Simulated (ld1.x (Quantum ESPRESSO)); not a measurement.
# Pb (Z = 82): from the effect back to the setting (TM)

Base potential:

```json
{
 "Element": "lead",
 "Generator": "ld1.x (Quantum ESPRESSO) 7.5",
 "Type": "norm-conserving Troullier–Martins (Kleinman–Bylander form)",
 "Functional": "PBEsol",
 "Relativity": "fully relativistic",
 "Frozen core": "[Xe] 4f14",
 "Valence charge": "14",
 "Reference configuration": "5d10 6s2 6p1.5 (charge +0.5)",
 "Partial waves": "6s (bound): rc 1.90 bohr; 5d (bound): rc 1.25 bohr; 6p (bound): rc 2.55 bohr",
 "Local potential": "the p channel",
 "Core correction": "Bessel-smoothed model core, default radius (core density twice the valence density)"
}
```

Open shells are filled in proportion to 2j + 1 (rel_dist='average').

Cutoffs, loose and tight: the cutoffs (Ry, on a coarse ladder) from which the occupation-weighted sum of valence levels, in a spherical-Bessel basis at the reference potential, stays within 10 and 1 mRy of its value at 400 Ry. They do not see the model core or the augmentation charge, which bear on the density cutoff. Test errors are all-electron minus pseudo excitation energies from the reference, over the configurations 5d10 6s2 6p2; 5d10 6s2 6p1; 5d10 6s2 6p0; 5d10 6s0 6p0; 5d9 6s2 6p2; 5d10 6s1 6p3; 5d10 6s2 6p2.3; variants that change the core or the reference have their own tests.

Only the p radius is moved:

```
p radius (bohr)  cutoff, loose  cutoff, tight  bound ghosts  largest test error (meV)  median size of the test errors
            1.6          90 Ry         120 Ry             s                     +1490                       533.4 meV
           1.86          90 Ry         110 Ry             s                      +796                       341.6 meV
           2.16          90 Ry         110 Ry          none                      -219                       148.7 meV
           2.32          90 Ry         110 Ry          none                      -243                        75.3 meV
            2.6          90 Ry         110 Ry          none                      -247                        73.7 meV
           2.86          90 Ry         110 Ry          none                      -226                        73.3 meV
           3.14          90 Ry         110 Ry          none                      -181                        70.9 meV
           3.66          90 Ry         110 Ry          none                      -117                        66.8 meV
           3.76          90 Ry         110 Ry          none                      -142                        63.6 meV
```

Question: One more run gave cutoff, loose: 90 Ry; cutoff, tight: 110 Ry; bound ghosts: none; largest test error (meV): -148; median size of the test errors: 69.0 meV. Which value of the p radius was used?

Answer: 3.28 bohr. The median size of the test errors moves one way along this sweep, from 533.4 meV at 1.6 to 63.6 meV at 3.76 bohr, which places the run between 3.14 and 3.66 bohr.
